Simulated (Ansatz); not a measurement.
Breaking a bond: OBe, singlet.

Levels: RHF/cc-pVDZ (Ansatz, a first-principles code); RMP2 = MP2 on RHF/cc-pVDZ, frozen core (Ansatz); RCCSD = CCSD on RHF/cc-pVDZ, frozen core in Ansatz; RCCSD(T) = CCSD(T) on RHF/cc-pVDZ, frozen core run with Ansatz; RCCSDT = Ansatz with CCSDT on RHF/cc-pVDZ, frozen core; RCCSDT(Q) = CCSDT(Q) on RHF/cc-pVDZ, frozen core (Ansatz); RKS-B3LYP = restricted B3LYP/cc-pVDZ (Ansatz); UKS-B3LYP = Ansatz with unrestricted B3LYP/cc-pVDZ; RKS-CAM-B3LYP = restricted CAM-B3LYP/cc-pVDZ run with Ansatz; UKS-CAM-B3LYP = unrestricted CAM-B3LYP/cc-pVDZ in Ansatz; RKS-PBE = restricted PBE/cc-pVDZ (Ansatz); UKS-PBE = unrestricted PBE/cc-pVDZ (Ansatz); FCI = full CI/cc-pVDZ, frozen core (Ansatz).

All curves are set to zero at 1.34 Å and compared with full CI in the same basis at 1.34, 1.41, 1.47, 1.52, 1.57, 1.62, 1.69 Å.

### Question
Order the methods by the spread of their error (largest minus smallest) over these points.

### Answer
RCCSDT has the smallest spread and RHF the largest. In order (eV): RCCSDT 0.0392, RCCSD(T) 0.0432, RCCSDT(Q) 0.0518, UKS-PBE 0.1190, RMP2 0.1896, RKS-PBE 0.2253, UKS-B3LYP 0.2506, RCCSD 0.3102, UKS-CAM-B3LYP 0.3790, RKS-B3LYP 0.4870, RKS-CAM-B3LYP 0.6711, RHF 1.0026.

Errors against full CI at some of the points (eV):

| method | 1.69 Å |
|---|---|
| RCCSDT | 0.039 |
| RCCSD(T) | 0.043 |
| RCCSDT(Q) | -0.052 |
| UKS-PBE | 0.095 |
| RMP2 | 0.142 |
| RKS-PBE | 0.225 |
| UKS-B3LYP | 0.029 |
| RCCSD | 0.310 |
| UKS-CAM-B3LYP | -0.025 |
| RKS-B3LYP | 0.487 |
| RKS-CAM-B3LYP | 0.671 |
| RHF | 1.003 |

The scan ran from 1.17 to 5.46 Å; beyond the distances shown full CI changes its symmetry label. The restricted form behind RHF, RMP2, RKS-B3LYP, RKS-CAM-B3LYP, RKS-PBE keeps the bonding electrons paired and can't separate into open-shell fragments. The T1 diagnostic of CCSD on the restricted reference of RMP2, RCCSD, RCCSD(T), RCCSDT, RCCSDT(Q) exceeds 0.045 at 1.34 to 1.69 Å. The unrestricted determinant behind UKS-B3LYP is spin-contaminated at 1.52 to 1.69 Å (<S²> up to 1.0, against 0.00 for a pure singlet). The unrestricted determinant behind UKS-CAM-B3LYP is spin-contaminated at 1.57 to 1.69 Å (<S²> up to 1.0, against 0.00 for a pure singlet). The unrestricted determinant behind UKS-PBE is spin-contaminated at 1.47 to 1.69 Å (<S²> up to 0.6, against 0.00 for a pure singlet). Also computed but left out beside FCI, since their determinant holds another spin at the minimum (<S²> over 0.7 above the pure value): UHF, UMP2, UCCSD, UCCSD(T), UCCSDT, UCCSDT(Q), UHF/6-31G*.
